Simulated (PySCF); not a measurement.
## Electron correlation in O (oxygen, neutral)

[He] 2s1 2p5, high-spin 3P determinant (an excited configuration). All numbers are calculated (PySCF 2.14, no relativity, point nucleus, in def2-QZVPPD). Frozen: 1s2; 6 electrons correlated.

```csv
level,correlation energy (mhartree)
CCSD,-218.22
(T),-15.56
CCSD(T),-233.78
```

Diagnostics: T1 = 0.023, D1 = 0.0571, largest double amplitude 0.194.

A double-excitation amplitude exceeds 0.15, a sign of near-degeneracy.

Cost of the coupled-cluster step: roughly 8 core-seconds, for 6 correlated electrons.
